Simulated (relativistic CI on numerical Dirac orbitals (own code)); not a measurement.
**Mn6+ in a cubic cluster: 3p photoemission with charge transfer**

Computed with a charge-transfer multiplet model of a cubic metal-ligand cluster with up to 2 ligand holes, Slater and spin-orbit integrals from Dirac-Coulomb-Breit ions, Slater integrals scaled by 0.9. The ground state mixes d1 with configurations of k ligand holes L, whose averages lie at kΔ + k(k − 1)U_dd/2; a core hole lowers each added d electron by U_cd. 300 K, Lorentzian 0.9 eV and Gaussian 0.8 eV FWHM.

Atomic integrals in eV (Slater integrals scaled, ζ unscaled), ground: F2dd 11.938, F4dd 7.546, zeta_d 0.064; with the core hole: F2dd 11.938, F4dd 7.546, zeta_d 0.069, zeta_core 0.994, F2cd 13.276, G1cd 15.932, G3cd 10.038. Where a configuration has fewer than two d electrons, the dd integrals are those of d2.

Cluster parameters (eV): Δ = 0.7, U_cd = 7.4, 10Dq = 0.9, 10Dq(ligand) = 1.4, V(eg) = 4.25, V(t2g) = -2.08, final-state hopping factor = 0.8.

```csv
Case,n_d,d1,d2L,d3L2,S
U_dd = 3.9 eV,2.01,0.23,0.53,0.24,0.50
U_dd = 6 eV,1.95,0.25,0.54,0.20,0.50
U_dd = 6.7 eV,1.94,0.26,0.55,0.19,0.50
```

Weights, n_d and S are thermal averages at 300 K. Binding energies count from the first peak over 30 % of the highest in each spectrum, which can be another peak from case to case. The parameters are a model scan and need not match a compound or its usual spin state. Peaks in eV (height, largest 100):
- U_dd = 3.9 eV: 0.0 (100), 0.8 (94), 2.6 (76), 3.8 (70), 7.5 (25), 17.7 (23), 23.4 (9)
- U_dd = 6 eV: 0.0 (100), 1.0 (96), 2.9 (75), 3.9 (72), 15.4 (10), 18.1 (22), 23.9 (8)
- U_dd = 6.7 eV: 0.0 (100), 0.9 (96), 2.9 (75), 15.3 (10), 18.2 (22), 24.0 (8)

For the case U_dd = 6 eV, Δ = 0.7 eV is smaller than U_dd = 6 eV, the charge-transfer side of the Zaanen-Sawatzky-Allen scheme. With the core hole the average of the configuration with one ligand hole lies at Δ − U_cd = -6.7 eV before mixing: the effective hopping of about 7.2 eV (from the holes of the mixed ground state) is comparable with this gap or larger, so the configurations mix strongly.

With at most 2 ligand holes the space is cut while the next configuration still counts, so covalency is underestimated, and a final configuration with one more ligand hole, which can lie low, is missing from the spectra.
